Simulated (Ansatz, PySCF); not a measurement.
The pair A = HF (SMILES F) (first 2 atoms), B = C2H4 (SMILES C=C); geometry from B3LYP-D3(BJ)/def2-TZVP.
(charge 0, multiplicity 1):
```xyz
8

F     -0.0440     0.3998    -0.2698
H     -0.0182     0.2834     0.6584
C      0.4068    -0.5300     2.6881
C     -0.3264     0.5668     2.8459
H     -0.0477    -1.5076     2.5825
H      1.4893    -0.4925     2.6679
H      0.1284     1.5433     2.9608
H     -1.4086     0.5282     2.8754
```

Correlated levels freeze the cores. Rows in 6-31G* carry no dispersion term and start afresh at each structure (6-31G* with six Cartesian d functions). MP2/6-31G* freezes PySCF's default core.

Run with Ansatz (Gaussian basis) for Hartree–Fock, density functionals and correlated methods; PySCF for 6-31G* rows. 

Total energies (hartree), monomers frozen at their geometry in the pair:

```csv
structure,HF/aug-cc-pVTZ,MP2/6-31G*,CCSD(T)/aug-cc-pVDZ
AB,-178.1293853,-178.4751149,-178.6400047
A in the pair's basis,-100.0599670,-100.1837522,-100.2643715
B in the pair's basis,-78.0648510,-78.2865139,-78.3697331
A,-100.0598748,-100.1821680,-100.2634976
B,-78.0647660,-78.2849429,-78.3684100
```

**Question.** Work out the interaction energy without and with the counterpoise correction, and the superposition error, for each level.

**Answer.** 
E(AB) − E(A) − E(B), times 627.509 kcal/mol, with the monomers in their own basis and then in the pair's basis:
- HF/aug-cc-pVTZ: -2.98 uncorrected, -2.87 corrected; the monomers gain 0.11 kcal/mol from borrowed functions
- MP2/6-31G*: -5.02 uncorrected, -3.04 corrected; the monomers gain 1.98 kcal/mol from borrowed functions
- CCSD(T)/aug-cc-pVDZ: -5.08 uncorrected, -3.70 corrected; the monomers gain 1.38 kcal/mol from borrowed functions

Ansatz is a program for electronic structure.
